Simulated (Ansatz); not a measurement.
Geometry optimisation, RKS PBE-D4/def2-SVP (Ansatz).

Input:

```yaml
crystal:
  periodic: [false, false, false]
  atoms:
    - { symbol: Ge, position_ang: [0.213684, 0.0, 0.021151] }
    - { symbol: Cl, position_ang: [0.888533, 0.0, 2.112184] }
    - { symbol: H, position_ang: [1.700877, 0.0, -0.366098] }
    - { symbol: H, position_ang: [-0.585997, 1.285971, -0.306668] }
    - { symbol: H, position_ang: [-0.585997, -1.285971, -0.306668] }
basis:
  gaussian: { orbitals: def2-SVP }
hamiltonian:
  xc: pbe
  dispersion: d4
relax:
  f_tol: 0.03
  max_steps: 50
```

Run as:

```bash
$ ansatz run input.yaml --threads 1 --pin off --max-ram 2048MiB --backend cpu --events-out ev --progress --plain --runs-dir out
```

Where does it end, and by what steps?

The run converged. After 4 steps the energy has fallen by 0.258 eV; H3 moved furthest, 0.29 Å.

```tsv
step	energy less start (eV)	largest force component (eV/Å)	accepted
0	0.0000	0.972	yes
1	-0.2228	0.402	yes
2	-0.2370	0.846	yes
3	-0.2580	0.071	yes
4	-0.2584	0.002	yes
```

```xyz
5
Properties=species:S:1:pos:R:3
Ge 0.298 0.000 0.077
Cl 0.695 0.000 2.221
H 1.664 0.000 -0.650
H -0.513 1.278 -0.247
H -0.513 -1.278 -0.247
```

The run took 7.5 s on 1 thread of Intel(R) Xeon(R) Platinum 8259CL CPU @ 2.50GHz (Skylake/Cascade Lake), on a shared host, peak memory 0.13 GiB.
